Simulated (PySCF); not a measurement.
Single point on HgO

State: ³Π (triplet), unpaired electrons σ ↑, π ↑.

An equivalent input (the run itself took its basis sets from the Basis Set Exchange, started from a PBE0 density and held the occupation σ 7α 6β, πx 3α 2β, πy 3α 3β, δx 1α 1β, δy 1α 1β):

```python
from pyscf import gto, dft
mol = gto.M(atom='Hg 0 0 0; O 0 0 2.295', basis={'Hg': 'def2-SVP', 'O': 'def2-SVP'}, ecp={'Hg': 'def2-SVP'},
            charge=0, spin=2, verbose=4, symmetry='C2v')
mf = dft.UKS(mol, xc='WB97X')
mf.grids.atom_grid = (80, 434)
mf.grids.prune = dft.gen_grid.treutler_prune
mf.irrep_nelec = {'A1': (8, 7), 'A2': (1, 1), 'B1': (3, 2), 'B2': (3, 3)}
mf.conv_tol = 1e-9
mf.max_cycle = 60
mf.diis_space = 10
mf.kernel()
```

The log (some set-up lines and the per-cycle HOMO/LUMO lines removed):

```
******** <class 'pyscf.dft.uks_symm.SymAdaptedUKS'> ********
method = SymAdaptedUKS
damping factor = 0
level_shift factor = 0
DIIS = <class 'pyscf.scf.diis.CDIIS'>
diis_start_cycle = 1
diis_space = 10
diis_damp = 0
SCF conv_tol = 1e-09
SCF conv_tol_grad = None
SCF max_cycles = 60
number electrons alpha = 15  beta = 13
    J.-D. Chai and M. Head-Gordon.,  J. Chem. Phys. 128, 084106 (2008)
Set gradient conv threshold to 3.16228e-05
init E= -228.528512194158
cycle= 1 E= -228.529159537753  delta_E= -0.000647  |g|= 0.00837  |ddm|= 0.0775
cycle= 2 E= -228.529203669417  delta_E= -4.41e-05  |g|= 0.00494  |ddm|= 0.024
cycle= 3 E= -228.529216908445  delta_E= -1.32e-05  |g|= 0.00197  |ddm|= 0.0077
cycle= 4 E= -228.529220978403  delta_E= -4.07e-06  |g|= 0.00067  |ddm|= 0.00487
cycle= 5 E= -228.52922181081  delta_E= -8.32e-07  |g|= 0.000467  |ddm|= 0.00207
cycle= 6 E= -228.529222272739  delta_E= -4.62e-07  |g|= 0.000177  |ddm|= 0.00187
cycle= 7 E= -228.529222379652  delta_E= -1.07e-07  |g|= 7.4e-05  |ddm|= 0.00103
cycle= 8 E= -228.529222397778  delta_E= -1.81e-08  |g|= 1.75e-05  |ddm|= 0.000499
cycle= 9 E= -228.529222398822  delta_E= -1.04e-09  |g|= 4.14e-06  |ddm|= 0.000113
cycle= 10 E= -228.529222398863  delta_E= -4.08e-11  |g|= 6.52e-07  |ddm|= 2.32e-05
Extra cycle  E= -228.529222398864  delta_E= -9.09e-13  |g|= 3e-07  |ddm|= 2.11e-06
converged SCF energy = -228.529222398864  <S^2> = 2.0172629  2S+1 = 3.0114866
```

Repeating this along the bond gives Re = 2.294 Å and ωe = 198 cm⁻¹.

A point of this curve took 0.87 CPU seconds beside 0.13 for the integrals, on Arm Neoverse N1 (shared host).

Spin–orbit coupling is left out. The state is the lowest determinant that a PBE0 search found; another state may lie lower at other levels.
